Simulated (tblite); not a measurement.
Species: C6H15AlSi.
Bonds: C1–C2, C2–C3, C3–Al4, Al4–C5, C5–C6, C6–Si7, Si7–C8, Al4–C8. Hydrogens: H9, H10, H11 on C1; H12, H13 on C2; H14, H15 on C3; H16, H17 on C5; H18, H19 on C6; H20, H21 on Si7; H22, H23 on C8.

Computed with GFN2-xTB (tblite), gas phase: L-BFGS steps from a force-field or distance-geometry start until the largest atomic force falls under 0.01 eV/Å.

Step 42: E = -632.0910 eV
```
atom  x, y, z in Å  |  force x, y, z in eV/Å
C1      3.9867    0.1993    0.0577    0.022  -0.010  -0.007
C2      2.6188   -0.3914   -0.2740    0.003   0.011   0.009
C3      1.5387    0.7012   -0.3294    0.002   0.011   0.012
Al4    -0.3733    0.1133   -0.3582   -0.046  -0.035  -0.002
C5     -1.2824   -1.4771    0.4749    0.031   0.004  -0.018
C6     -2.4957   -0.8242    1.1715   -0.001  -0.009  -0.008
Si7    -3.3492    0.4215    0.0006   -0.002   0.031  -0.023
C8     -1.9222    1.2067   -1.0022   -0.010  -0.012   0.002
H9      4.2461    0.9856   -0.6494   -0.007  -0.010  -0.016
H10     3.9811    0.6302    1.0576    0.002   0.004  -0.009
H11     4.7631   -0.5619    0.0188    0.000  -0.029   0.008
H12     2.3575   -1.1367    0.4837   -0.005   0.006   0.000
H13     2.6682   -0.9110   -1.2350   -0.018   0.014   0.007
H14     1.6768    1.3507    0.5511   -0.005   0.007   0.023
H15     1.7382    1.3605   -1.1890    0.000  -0.003  -0.013
H16    -1.6707   -2.1526   -0.3048    0.023   0.002   0.001
H17    -0.7491   -2.1287    1.1783    0.020   0.034   0.012
H18    -2.1482   -0.2905    2.0603   -0.003   0.013   0.007
H19    -3.1980   -1.5819    1.5232   -0.024  -0.027   0.010
H20    -4.3112   -0.2939   -0.8567    0.022   0.010  -0.006
H21    -4.0923    1.4202    0.7870   -0.001  -0.017   0.008
H22    -1.8605    2.2816   -0.8108    0.001  -0.024  -0.006
H23    -2.1271    1.1060   -2.0720   -0.004   0.030   0.008
```

Step 43: E = -632.0914 eV
```
atom  x, y, z in Å  |  force x, y, z in eV/Å
C1      3.9853    0.1983    0.0562    0.024  -0.004  -0.001
C2      2.6168   -0.3917   -0.2740    0.011   0.009   0.009
C3      1.5371    0.7018   -0.3287    0.017   0.001   0.012
Al4    -0.3742    0.1120   -0.3582   -0.031  -0.001  -0.010
C5     -1.2804   -1.4766    0.4762    0.026   0.002  -0.016
C6     -2.4949   -0.8237    1.1714    0.000  -0.018  -0.007
Si7    -3.3488    0.4225    0.0018    0.021   0.026  -0.045
C8     -1.9222    1.2072   -1.0025   -0.012  -0.005  -0.001
H9      4.2450    0.9838   -0.6519   -0.006  -0.016  -0.016
H10     3.9793    0.6312    1.0551    0.003   0.009   0.000
H11     4.7624   -0.5628    0.0204   -0.011  -0.027   0.000
H12     2.3559   -1.1365    0.4844   -0.006   0.006  -0.002
H13     2.6663   -0.9117   -1.2347   -0.025   0.012   0.004
H14     1.6760    1.3495    0.5534   -0.008   0.008   0.011
H15     1.7384    1.3610   -1.1881   -0.005   0.000  -0.004
H16    -1.6657   -2.1522   -0.3047    0.011  -0.002   0.004
H17    -0.7469   -2.1275    1.1800    0.017   0.033   0.015
H18    -2.1489   -0.2923    2.0621   -0.002   0.015   0.005
H19    -3.1981   -1.5818    1.5200   -0.028  -0.035   0.017
H20    -4.3064   -0.2950   -0.8579    0.010   0.008  -0.007
H21    -4.0926    1.4206    0.7866   -0.008  -0.011   0.016
H22    -1.8606    2.2824   -0.8112    0.006  -0.032  -0.001
H23    -2.1275    1.1084   -2.0727   -0.006   0.023   0.016
```

Step 44: E = -632.0918 eV
```
atom  x, y, z in Å  |  force x, y, z in eV/Å
C1      3.9847    0.1972    0.0547    0.019   0.000   0.006
C2      2.6153   -0.3916   -0.2740    0.014   0.007   0.008
C3      1.5361    0.7027   -0.3276    0.021  -0.005   0.009
Al4    -0.3754    0.1112   -0.3579   -0.002   0.031  -0.015
C5     -1.2780   -1.4759    0.4773    0.006   0.002  -0.004
C6     -2.4942   -0.8236    1.1713   -0.005  -0.022  -0.004
Si7    -3.3485    0.4239    0.0022    0.031   0.007  -0.042
C8     -1.9225    1.2074   -1.0026   -0.008   0.003  -0.006
H9      4.2450    0.9808   -0.6553   -0.002  -0.023  -0.014
H10     3.9776    0.6328    1.0523    0.008   0.013   0.004
H11     4.7614   -0.5648    0.0230   -0.019  -0.021  -0.008
H12     2.3545   -1.1362    0.4846   -0.006   0.005  -0.002
H13     2.6641   -0.9115   -1.2347   -0.030   0.009   0.001
H14     1.6755    1.3487    0.5559   -0.011   0.007  -0.001
H15     1.7384    1.3616   -1.1872   -0.009   0.002   0.007
H16    -1.6605   -2.1513   -0.3050    0.002  -0.008   0.009
H17    -0.7449   -2.1260    1.1819    0.017   0.030   0.014
H18    -2.1498   -0.2937    2.0639   -0.005   0.009  -0.007
H19    -3.1988   -1.5820    1.5171   -0.018  -0.031   0.017
H20    -4.3017   -0.2962   -0.8594    0.000   0.006  -0.008
H21    -4.0938    1.4206    0.7867   -0.010  -0.010   0.017
H22    -1.8613    2.2824   -0.8114    0.014  -0.025   0.005
H23    -2.1280    1.1105   -2.0728   -0.008   0.015   0.013
```

Step 45: E = -632.0922 eV
```
atom  x, y, z in Å  |  force x, y, z in eV/Å
C1      3.9850    0.1961    0.0537    0.008   0.001   0.010
C2      2.6146   -0.3912   -0.2740    0.011   0.002   0.007
C3      1.5358    0.7035   -0.3263    0.017  -0.006   0.005
Al4    -0.3763    0.1113   -0.3577    0.024   0.049  -0.015
C5     -1.2760   -1.4752    0.4780   -0.013   0.004   0.009
C6     -2.4940   -0.8239    1.1711   -0.012  -0.020  -0.002
Si7    -3.3482    0.4249    0.0018    0.025  -0.016  -0.020
C8     -1.9230    1.2073   -1.0026    0.000   0.008  -0.010
H9      4.2461    0.9774   -0.6587    0.003  -0.027  -0.010
H10     3.9767    0.6346    1.0499    0.013   0.015   0.004
H11     4.7605   -0.5675    0.0258   -0.022  -0.015  -0.013
H12     2.3535   -1.1358    0.4845   -0.004   0.003  -0.001
H13     2.6621   -0.9105   -1.2350   -0.029   0.006   0.000
H14     1.6754    1.3487    0.5578   -0.011   0.007  -0.009
H15     1.7381    1.3620   -1.1863   -0.010   0.005   0.014
H16    -1.6566   -2.1504   -0.3055   -0.003  -0.014   0.014
H17    -0.7431   -2.1242    1.1837    0.017   0.025   0.011
H18    -2.1509   -0.2944    2.0651   -0.009   0.000  -0.020
H19    -3.1999   -1.5828    1.5154   -0.002  -0.020   0.012
H20    -4.2984   -0.2971   -0.8610   -0.008   0.006  -0.009
H21    -4.0955    1.4200    0.7873   -0.005  -0.014   0.011
H22    -1.8624    2.2819   -0.8114    0.021  -0.009   0.012
H23    -2.1285    1.1120   -2.0725   -0.011   0.007   0.001
```

Problem. Estimate the geometry and energy of step 46. (The exact step hangs on the optimiser's Hessian estimate; all steps are aligned on step 45, rigid shifts and turns removed.)

Solution. E = -632.0926 eV, largest force 0.066 eV/Å
```
atom  x, y, z in Å  |  force x, y, z in eV/Å
C1      3.9859    0.1949    0.0528   -0.007   0.000   0.011
C2      2.6144   -0.3905   -0.2738    0.003  -0.004   0.004
C3      1.5360    0.7043   -0.3249    0.009  -0.003   0.001
Al4    -0.3767    0.1122   -0.3575    0.040   0.052  -0.010
C5     -1.2746   -1.4745    0.4787   -0.024   0.009   0.016
C6     -2.4943   -0.8246    1.1709   -0.017  -0.013  -0.002
Si7    -3.3479    0.4256    0.0011    0.008  -0.035   0.009
C8     -1.9235    1.2072   -1.0027    0.010   0.011  -0.013
H9      4.2479    0.9734   -0.6624    0.010  -0.028  -0.006
H10     3.9764    0.6368    1.0477    0.019   0.016   0.001
H11     4.7594   -0.5708    0.0286   -0.022  -0.008  -0.015
H12     2.3528   -1.1354    0.4841   -0.001  -0.001   0.003
H13     2.6597   -0.9089   -1.2353   -0.024   0.002  -0.001
H14     1.6754    1.3493    0.5596   -0.009   0.008  -0.012
H15     1.7377    1.3625   -1.1853   -0.009   0.010   0.017
H16    -1.6530   -2.1496   -0.3059   -0.004  -0.018   0.021
H17    -0.7412   -2.1217    1.1854    0.015   0.021   0.006
H18    -2.1523   -0.2948    2.0656   -0.013  -0.010  -0.030
H19    -3.2010   -1.5840    1.5144    0.014  -0.007   0.004
H20    -4.2959   -0.2976   -0.8629   -0.013   0.007  -0.011
H21    -4.0975    1.4189    0.7883    0.004  -0.022   0.000
H22    -1.8632    2.2810   -0.8112    0.026   0.013   0.019
H23    -2.1292    1.1135   -2.0723   -0.014   0.001  -0.015
```

The energy changes by -0.0004 eV. The first-order estimate −F·Δx gives -0.0005 eV and the mean of the old and new forces, exact on a quadratic surface, -0.0004 eV. The step makes an angle of 69° with the force vector and moves no atom by more than 0.006 Å.

The cost below is that of the whole relaxation. On one thread, Intel Xeon at 2.50 GHz (x86_64), shared host with 64 logical CPUs at a one-minute load of 62, this took 5.8 s of wall time.
